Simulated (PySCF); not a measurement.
# What a mistake does to a calculation on B2CH5Si

These are calculations, not measurements. They come from PySCF 2.14.0, an open-source quantum chemistry program, on an isolated molecule that a program drew, which may never have been made. The molecule is B2CH5Si (charge 0, doublet), drawn as the SMILES string `B=C[SiH]B`.

Each row is a Hartree-Fock (HF) and frozen-core CCSD(T) single point in the cc-pV(D+d)Z basis, meant for a local HF minimum. Run 1 is clean. Each other run has one planted mistake out of seven kinds, and not every kind appears here: one electron removed, one electron added, multiplicity raised by two, geometry at a saddle point, minimal basis STO-3G, one bond length entered in bohr, all coordinates scaled. The reference is restricted for singlets and unrestricted otherwise, and also for a bond in bohr. Adding or removing an electron swaps singlet and doublet. Electrons count all cores. HOMO and LUMO are orbital energies over both spins, the gradient is its largest component, and the lowest frequency (negative if imaginary) is given only where the gradient is small. Bond lengths are over the 8 bonds as drawn. T1 is the CCSD diagnostic: over 0.02 (restricted) or 0.045 (unrestricted) a single reference is doubtful.

Geometry of the clean run:
```xyz
9
B2CH5Si, angstrom
B     1.2460    2.0288    0.2723
C     2.2229    1.2202   -0.2965
Si    2.0228    0.2960   -1.8655
B     0.4487    0.2805   -2.9794
H     0.4103    2.7089    0.7412
H     3.1758    1.1254    0.2213
H     3.2502   -0.4609   -2.1860
H    -0.5232    0.9165   -2.6678
H     0.4354   -0.3661   -3.9896
```

```
run  electrons  basis functions  <S^2>  HOMO (eV)  LUMO (eV)  gradient (hartree/bohr)  lowest frequency (cm^-1)  mean bond (Å)  longest bond (Å)      T1  HF (hartree)  CCSD(T) (hartree)                          mistake
  1         35               90  0.792      -7.14       1.04                  4.4e-05                        96         1.4117             1.928  0.0201    -378.97829         -379.42176                         no fault
  2         34               90  0.000     -15.17      -5.68                  5.7e-02                         -         1.4117             1.928  0.0170    -378.74244         -379.16411             one electron removed
  3         35               90  1.838      -8.46       0.72                  2.4e-02                         -         1.6154             3.462  0.0400    -378.85657         -379.27081  one bond length entered in bohr
  4         36               90  0.000      -0.42       6.50                  3.8e-02                         -         1.4117             1.928  0.0181    -378.96559         -379.45447                                ?
  5         35               90  3.779      -6.77      -0.72                  7.7e-02                         -         1.4117             1.928  0.0152    -378.88225         -379.29059                                ?
```

**Which mistake was planted in run 4, and what did it cost?**

It counts 36 electrons, one more than the clean run, at the same geometry and basis. So the mistake is: one electron added. Subtracting run 1 and multiplying by 627.51 kcal/mol a hartree, the energy moved by 8.0 kcal/mol in HF and -20.5 kcal/mol in CCSD(T).

**Which mistake was planted in run 5, and what did it cost?**

Electrons, basis and geometry are unchanged, and <S^2> is 3.779, beside S(S+1) = 3.75 for a multiplicity of 4. So the mistake is: multiplicity raised by two. Subtracting run 1 and multiplying by 627.51 kcal/mol a hartree, the energy moved by 60.3 kcal/mol in HF and 82.3 kcal/mol in CCSD(T).

